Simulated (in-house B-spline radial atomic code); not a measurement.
Checks on a self-consistent run for Nd+, [Kr] 4d10 4f4 5s2 5p5 6s1 6d1. Computed with an all-electron radial atomic-structure program (B-spline basis): Dirac-Hartree-Fock, average of configuration, Fermi nucleus of rms radius 4.9123 fm.

| orbital | q | ε (Eh) | <1/r> | <r²> | small-component weight |
| --- | --- | --- | --- | --- | --- |
| 1s1/2 | 2 | -1610.95348 | 66.0446 | 0.000759698 | 0.049538 |
| 2s1/2 | 2 | -265.08119 | 15.6536 | 0.0119523 | 0.010849 |
| 2p1/2 | 2 | -250.15608 | 15.5931 | 0.00877079 | 0.010845 |
| 2p3/2 | 4 | -230.98413 | 14.0252 | 0.0100154 | 0.010154 |
| 3s1/2 | 2 | -59.65729 | 5.68944 | 0.0802946 | 0.0033855 |
| 3p1/2 | 2 | -53.26184 | 5.59136 | 0.0755806 | 0.0033137 |
| 3p3/2 | 4 | -49.34857 | 5.20191 | 0.0827699 | 0.0031277 |
| 3d3/2 | 4 | -38.36012 | 5.05739 | 0.0672261 | 0.0029889 |
| 3d5/2 | 6 | -37.52564 | 4.95875 | 0.069259 | 0.0029337 |
| 4s1/2 | 2 | -13.04181 | 2.33614 | 0.416024 | 0.0010241 |
| 4p1/2 | 2 | -10.54790 | 2.22635 | 0.444911 | 0.00095185 |
| 4p3/2 | 4 | -9.69452 | 2.10416 | 0.483316 | 0.0008949 |
| 4d3/2 | 4 | -5.54046 | 1.87953 | 0.572968 | 0.0007401 |
| 4d5/2 | 6 | -5.38775 | 1.84714 | 0.589319 | 0.00072275 |
| 4f5/2 | 1.7143 | -0.88560 | 1.31426 | 1.26531 | 0.00039565 |
| 4f7/2 | 2.2857 | -0.87169 | 1.30229 | 1.2912 | 0.00038978 |
| 5s1/2 | 2 | -2.31445 | 0.889114 | 2.44806 | 0.00020882 |
| 5p1/2 | 1.6667 | -1.58257 | 0.793329 | 3.04805 | 0.00017131 |
| 5p3/2 | 3.3333 | -1.45961 | 0.751797 | 3.33904 | 0.00015713 |
| 6s1/2 | 1 | -0.49531 | 0.333519 | 15.6415 | 3.4746e-05 |
| 6d3/2 | 0.4 | -0.16640 | 0.166891 | 67.7549 | 1.1045e-05 |
| 6d5/2 | 0.6 | -0.16525 | 0.165345 | 68.8939 | 1.0833e-05 |

Electron-electron repulsion V_ee = 3489.0517 hartree.

**Question.** What total energy follows from the eigenvalues?

**Answer.** The eigenvalues count the repulsion twice, so E = Σqε - V_ee = -6134.894 - 3489.052 = -9623.946 hartree; the run printed -9623.946.

**Question.** Does the Dirac virial theorem hold?

**Answer.** For a point nucleus E = -2c²Σq·w, with w the small-component weight. Here Σq·w = 0.25622 and c = 137.0360, so the ratio E/(-2c²Σq·w) is 1.000097; the finite nucleus accounts for the departure from 1.

**Question.** What diamagnetic shielding (Lamb formula) and susceptibility (Langevin formula) do the radii give?

**Answer.** σ = (α²/3)Σq<1/r> = 391.513/(3·137.036²) = 6949.5 ppm, and χ = -0.79199×10⁻⁶·Σq<r²> = -95.99×10⁻⁶ cm³/mol with Σq<r²> = 121.2 bohr². Both are non-relativistic formulas without the paramagnetism of open shells; for so heavy an element the full relativistic shielding is larger by tens of per cent.
